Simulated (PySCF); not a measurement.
## ECD: `N#C[C@H]1C[C@@H](F)OC1(F)F`, C$_{5}$H$_{4}$F$_{3}$NO

Geometry:
```csv
atom,x (Å),y (Å),z (Å)
N1,-2.331,1.616,0.771
C2,-1.667,0.854,0.244
C3,-0.815,-0.089,-0.452
C4,0.502,0.566,-0.897
C5,1.405,0.285,0.305
F6,1.248,1.274,1.239
O7,0.986,-0.928,0.847
C8,-0.308,-1.203,0.500
F9,-1.079,-1.368,1.587
F10,-0.344,-2.406,-0.132
H11,-1.378,-0.538,-1.275
H12,0.405,1.636,-1.070
H13,0.899,0.077,-1.785
H14,2.477,0.224,0.095
```

Method used: TDDFT B3LYP/def2-SVPD circular dichroism and optical rotation, one conformer, gas phase (PySCF). Geometry: GFN2-xTB.

Problem. Assign R or S to each stereocentre.

Solution. C3 R, C5 R.

Problem. List the lowest 8 singlet excitations with oscillator and rotatory strengths.

Solution. Rotatory strengths R in 10⁻⁴⁰ esu² cm², velocity form and length form (origin at the centre of mass); f in length form.
| state | E (eV) | λ (nm) | f | R (velocity) | R (length) | main |
| --- | --- | --- | --- | --- | --- | --- |
| 1 | 7.71 | 161 | 0.0006 | +1.1 | +1.2 | HOMO→LUMO 0.34, HOMO→LUMO+1 0.32 |
| 2 | 7.97 | 156 | 0.003 | -0.1 | -0.2 | HOMO−1→LUMO+1 0.38, HOMO→LUMO 0.25 |
| 3 | 8.02 | 155 | 0.004 | -2.3 | -2.2 | HOMO−1→LUMO 0.38, HOMO−1→LUMO+1 0.20 |
| 4 | 8.73 | 142 | 0.012 | +1.9 | +2.6 | HOMO→LUMO+2 0.37, HOMO→LUMO 0.32 |
| 5 | 8.88 | 140 | 0.011 | +6.2 | +6.2 | HOMO−1→LUMO+2 0.41, HOMO−1→LUMO 0.30 |
| 6 | 8.93 | 139 | 0.012 | +2.4 | +2.5 | HOMO−3→LUMO 0.57, HOMO−3→LUMO+1 0.20 |
| 7 | 8.97 | 138 | 0.005 | -17.1 | -16.4 | HOMO−2→LUMO 0.80 |
| 8 | 9.05 | 137 | 0.007 | -10.9 | -11.3 | HOMO−3→LUMO+1 0.68, HOMO−3→LUMO 0.19 |

Among the states computed, the strongest CD band (largest |R|) is state 7. The largest dissymmetry factor in size, g = 4R/(D+G), with D and G the electric and magnetic dipole strengths, is -0.044 for state 7 (velocity form, f = 0.005), among bands with |R| over 0.5. The mirror image has the same energies and oscillator strengths and all R with the opposite sign.
